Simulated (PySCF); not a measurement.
ethyl phenyl sulfide (SMILES CCSc1ccccc1)

Geometry:
```tsv
atom	x (Å)	y (Å)	z (Å)
C1	3.794	0.183	0.016
C2	2.350	-0.240	0.212
S3	1.263	1.095	-0.351
C4	-0.355	0.487	-0.014
C5	-1.422	1.352	-0.304
C6	-2.734	0.955	-0.076
C7	-3.010	-0.310	0.446
C8	-1.955	-1.170	0.735
C9	-0.634	-0.782	0.508
H10	4.471	-0.613	0.359
H11	4.012	0.382	-1.044
H12	4.023	1.095	0.587
H13	2.130	-1.153	-0.365
H14	2.143	-0.449	1.273
H15	-1.214	2.345	-0.710
H16	-3.550	1.643	-0.308
H17	-4.042	-0.621	0.626
H18	-2.154	-2.164	1.144
H19	0.172	-1.479	0.742
```

Method used: quadratic response CAM-B3LYP/aug-cc-pVDZ first hyperpolarisability, Taylor convention, gas phase (PySCF). Geometry: PBE0-D3(BJ)/def2-SVP.

Problem. Give the tensor of the second harmonic β(−2ω;ω,ω) at 1064 nm in the axes of these coordinates.

Solution. In au, Taylor convention; rows are the first index (the induced dipole):
```csv
,xx,yy,zz,xy,xz,yz
x,+525.7,-5.2,+6.2,+127.5,-73.6,-4.9
y,+128.3,-29.8,-18.9,+3.7,-7.6,-16.4
z,-74.3,-16.2,+37.3,-7.8,+9.4,-18.6
```
Norm of βᵢ = ⅓ Σⱼ (βᵢⱼⱼ + βⱼᵢⱼ + βⱼⱼᵢ): 543.2 au, hyper-Rayleigh value 234.9 au.
